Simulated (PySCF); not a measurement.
Molecule: `BC1=C[C@@H]2CC[C@H]1C2`, C7H11B.

Bonds (- single, = double, # triple, : aromatic): B1-C2, C2=C3, C3-C4, C4-C5, C5-C6, C6-C7, C7-C8, C7-C2, C8-C4. B1 carries H9, H10; C3 carries H11; C4 carries H12; C5 carries H13, H14; C6 carries H15, H16; C7 carries H17; C8 carries H18, H19. Stereochemistry as in BC1=C[C@@H]2CC[C@H]1C2. H13, H16 are cis to C2 on the ring; H19 is cis to C5 on the ring; H14, H15 are trans to C2 on the ring; H18 is trans to C5 on the ring.

Frames of a GFN2-xTB Langevin trajectory at 200 K; GIAO PBE0/pcSseg-1 shieldings in PySCF 2.14, gas phase, non-relativistic; equivalent atoms averaged within each frame.

Scale: $^{11}$B (100.07 ppm) against BF3·OEt2; TMS for $^{13}$C (186.93 ppm), $^{1}$H (31.72 ppm) (reference shieldings calculated alike). The references are static minima.

Problem. How do the shifts (ppm) fluctuate along the trajectory?

Solution. 
```
         time (fs)    B1     C3     C2    C8    C7    C4    C5    C6   H11  H9/H10
optimised geometry  67.8  178.9  167.7  51.2  49.6  48.8  24.9  27.3  7.60    6.87
               250  69.2  175.8  171.0  54.6  48.4  44.5  30.0  24.0  7.47    6.96
               425  70.9  179.1  168.7  52.8  46.2  48.2  25.9  22.8  7.08    7.09
               625  66.3  179.6  168.2  49.3  48.1  46.1  27.4  21.0  7.35    6.97
               800  72.3  167.1  166.6  45.2  54.5  45.8  22.4  27.9  6.95    7.12
              1000  63.0  184.4  168.9  50.5  50.8  50.0  25.8  33.0  7.89    6.68
    mean of frames  68.3  177.2  168.7  50.5  49.6  46.9  26.3  25.8  7.35    6.96
standard deviation   3.7    6.4    1.6   3.6   3.2   2.2   2.8   4.8  0.37    0.17
```

5 frames give an uncertainty of the mean of about the standard deviation over 2.2 at best, since frames this close in time may not be independent; classical motion lacks zero-point vibration, and the reference would need the same averaging.
